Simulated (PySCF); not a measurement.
Two-component Hartree-Fock for Hg²⁺ (mercury, charge +2)

Start: [Xe] 4f14 5d10. Calculated with PySCF 2.14 in x2c-TZVPall-2c: generalised Hartree-Fock with the X2C-1e Hamiltonian and a Gaussian nucleus; one run each with spin-orbit coupling (SO) switched off, then screened by Boettger's factors.

```json
{"spinor shell": "1s1/2", "electrons": "2", "ε, spin-free (eV)": "-83590.6", "ε, screened SO (eV)": "-83557.0", "weight of nominal j (screened SO)": "1.000", "rms radius, screened SO (bohr)": "0.0187"}
{"spinor shell": "2s1/2", "electrons": "2", "ε, spin-free (eV)": "-14985.2", "ε, screened SO (eV)": "-14974.6", "weight of nominal j (screened SO)": "1.000", "rms radius, screened SO (bohr)": "0.0755"}
{"spinor shell": "2p1/2", "electrons": "2", "ε, spin-free (eV)": "-12939.0", "ε, screened SO (eV)": "-14343.9", "weight of nominal j (screened SO)": "1.000", "rms radius, screened SO (bohr)": "0.0639"}
{"spinor shell": "2p3/2", "electrons": "4", "ε, spin-free (eV)": "-12939.0", "ε, screened SO (eV)": "-12390.8", "weight of nominal j (screened SO)": "1.000", "rms radius, screened SO (bohr)": "0.0720"}
{"spinor shell": "3s1/2", "electrons": "2", "ε, spin-free (eV)": "-3640.5", "ε, screened SO (eV)": "-3637.0", "weight of nominal j (screened SO)": "1.000", "rms radius, screened SO (bohr)": "0.193"}
{"spinor shell": "3p1/2", "electrons": "2", "ε, spin-free (eV)": "-3040.1", "ε, screened SO (eV)": "-3354.1", "weight of nominal j (screened SO)": "1.000", "rms radius, screened SO (bohr)": "0.184"}
{"spinor shell": "3p3/2", "electrons": "4", "ε, spin-free (eV)": "-3040.1", "ε, screened SO (eV)": "-2915.1", "weight of nominal j (screened SO)": "1.000", "rms radius, screened SO (bohr)": "0.201"}
{"spinor shell": "3d3/2", "electrons": "4", "ε, spin-free (eV)": "-2397.6", "ε, screened SO (eV)": "-2452.1", "weight of nominal j (screened SO)": "1.000", "rms radius, screened SO (bohr)": "0.176"}
{"spinor shell": "3d5/2", "electrons": "6", "ε, spin-free (eV)": "-2397.6", "ε, screened SO (eV)": "-2358.5", "weight of nominal j (screened SO)": "1.000", "rms radius, screened SO (bohr)": "0.180"}
{"spinor shell": "4s1/2", "electrons": "2", "ε, spin-free (eV)": "-852.78", "ε, screened SO (eV)": "-851.75", "weight of nominal j (screened SO)": "1.000", "rms radius, screened SO (bohr)": "0.424"}
{"spinor shell": "4p1/2", "electrons": "2", "ε, spin-free (eV)": "-652.67", "ε, screened SO (eV)": "-729.38", "weight of nominal j (screened SO)": "1.000", "rms radius, screened SO (bohr)": "0.429"}
{"spinor shell": "4p3/2", "electrons": "4", "ε, spin-free (eV)": "-652.67", "ε, screened SO (eV)": "-621.96", "weight of nominal j (screened SO)": "1.000", "rms radius, screened SO (bohr)": "0.463"}
{"spinor shell": "4d3/2", "electrons": "4", "ε, spin-free (eV)": "-409.71", "ε, screened SO (eV)": "-421.66", "weight of nominal j (screened SO)": "1.000", "rms radius, screened SO (bohr)": "0.475"}
{"spinor shell": "4d5/2", "electrons": "6", "ε, spin-free (eV)": "-409.71", "ε, screened SO (eV)": "-401.04", "weight of nominal j (screened SO)": "1.000", "rms radius, screened SO (bohr)": "0.486"}
{"spinor shell": "5s1/2", "electrons": "2", "ε, spin-free (eV)": "-157.58", "ε, screened SO (eV)": "-157.46", "weight of nominal j (screened SO)": "1.000", "rms radius, screened SO (bohr)": "0.972"}
{"spinor shell": "4f5/2", "electrons": "6", "ε, spin-free (eV)": "-138.55", "ε, screened SO (eV)": "-140.50", "weight of nominal j (screened SO)": "1.000", "rms radius, screened SO (bohr)": "0.526"}
{"spinor shell": "4f7/2", "electrons": "8", "ε, spin-free (eV)": "-138.55", "ε, screened SO (eV)": "-136.34", "weight of nominal j (screened SO)": "1.000", "rms radius, screened SO (bohr)": "0.528"}
{"spinor shell": "5p1/2", "electrons": "2", "ε, spin-free (eV)": "-101.66", "ε, screened SO (eV)": "-115.25", "weight of nominal j (screened SO)": "1.000", "rms radius, screened SO (bohr)": "1.05"}
{"spinor shell": "5p3/2", "electrons": "4", "ε, spin-free (eV)": "-101.66", "ε, screened SO (eV)": "-96.320", "weight of nominal j (screened SO)": "1.000", "rms radius, screened SO (bohr)": "1.15"}
{"spinor shell": "5d3/2", "electrons": "4", "ε, spin-free (eV)": "-35.291", "ε, screened SO (eV)": "-36.618", "weight of nominal j (screened SO)": "1.000", "rms radius, screened SO (bohr)": "1.51"}
{"spinor shell": "5d5/2", "electrons": "6", "ε, spin-free (eV)": "-35.291", "ε, screened SO (eV)": "-34.430", "weight of nominal j (screened SO)": "1.000", "rms radius, screened SO (bohr)": "1.57"}
```

```tsv
quantity	spin-free	screened SO
E (hartree)	-19606.68156	-19638.72956
M_J	0	0
⟨J²⟩	0.000	0.000
⟨L²⟩	0.000	0.183
⟨S²⟩	0.000	0.183
```

Breit and QED terms are absent; they matter most for the inner s and p1/2 levels.

Densities and radii are taken from the X2C orbitals without a picture-change correction, which distorts them close to the nucleus.

Without spin-orbit coupling the j labels of p, d and f shells carry no meaning; the spin-free column gives the mean over the occupied spinors of each nl shell.
